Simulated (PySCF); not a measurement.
A structure optimised at r2SCAN-D4/def2-SVP, used in a PySCF frequency run:

```xyz
12

N      1.3672     1.3981     0.0000
Si     0.4136    -0.0509     0.0000
O      0.7843    -0.8588    -1.4088
O      0.7843    -0.8588     1.4088
Si    -1.9126     0.1337     0.0000
H      1.3729     1.9837     0.8314
H      1.3729     1.9837    -0.8314
H      1.7221    -0.8844    -1.6398
H      1.7221    -0.8844     1.6398
H     -2.3631     0.8959    -1.2077
H     -2.5966    -1.1958     0.0000
H     -2.3631     0.8959     1.2077
```

Question: Write its SMILES, formula and point group.

Answer: N[Si](O)(O)[SiH3], H₇NO₂Si₂, Cs

Question: What are its rotational constants (standard atomic weights)?

Answer: 3.6808, 2.0604, 1.9857 GHz
